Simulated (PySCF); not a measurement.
Spectrum to structure. Method used: PySCF 2.14.0, density-fitted response routines, TDDFT B3LYP/def2-SVPD, vertical, gas phase, core orbitals frozen in the response. Geometries: GFN2-xTB, one conformer each.

```csv
state,E (eV),λ (nm),f
S1,5.17,239.8,0.0018
S2,5.36,231.4,0.018
S3,5.64,220.0,0.239
S4,5.74,216.1,0.025
S5,6.14,201.8,0.014
S6,6.35,195.4,0.015
S7,6.44,192.5,0.0056
S8,6.72,184.5,0.013
```

Orbital energies (eV): HOMO-3 -8.83, HOMO-2 -8.68, HOMO-1 -8.33, HOMO -6.14, LUMO -0.17, LUMO+1 -0.04, LUMO+2 0.03.

**Question.** Which structure fits? All have the formula C4H9ClSSi.
A. `C[C@@H]1CS[Si@@H](Cl)C1`
B. `C/C=C(/Cl)SC[SiH3]`
C. `C/C=C(\Cl)SC[SiH3]`
D. `C=CSCC[SiH2]Cl`
E. `CCC(=S)C[SiH2]Cl`

**Answer.** D. Its S1 lies at 5.17 eV; the nearest of the others has S1 at 5.45 eV. S1 is HOMO→LUMO+2 (90%). Löwdin shares by element: HOMO sulfur 47%, carbon 43% or more; LUMO carbon 51% or more, sulfur 11%, silicon 8% (atoms not listed hold the other 30%). At the same level the other candidates give, for their lowest levels:
- `C/C=C(\Cl)SC[SiH3]`: 4.77 eV (f 0.039); 5.31 eV (f 0.102); 5.60 eV (f 0.010); 5.75 eV (f 0.008); 5.93 eV (f 0.004); T1 3.76 eV; HOMO -6.21, LUMO -0.56 eV
- `CCC(=S)C[SiH2]Cl`: 2.55 eV (f 0.000); 5.13 eV (f 0.012); 5.21 eV (f 0.216); 5.58 eV (f 0.051); 5.96 eV (f 0.016); T1 2.13 eV; HOMO -6.17, LUMO -2.27 eV
- `C/C=C(/Cl)SC[SiH3]`: 4.43 eV (f 0.005); 5.20 eV (f 0.192); 5.32 eV (f 0.012); 5.62 eV (f 0.008); 5.83 eV (f 0.011); T1 3.62 eV; HOMO -5.94, LUMO -0.49 eV
- `C[C@@H]1CS[Si@@H](Cl)C1`: 5.45 eV (f 0.004); 5.92 eV (f 0.022); 6.15 eV (f 0.010); 6.25 eV (f 0.020); 6.62 eV (f 0.027); T1 5.05 eV; HOMO -6.69, LUMO -0.22 eV

Conformer computed: `[CH2:1]=[CH:2][S:3][CH2:4][CH2:5][SiH2:6][Cl:7]`: C1–C2–S3–C4 4°, C2–S3–C4–C5 170°, S3–C4–C5–Si6 -63°, C4–C5–Si6–Cl7 -50°.
Triplets come from the Tamm–Dancoff approximation.
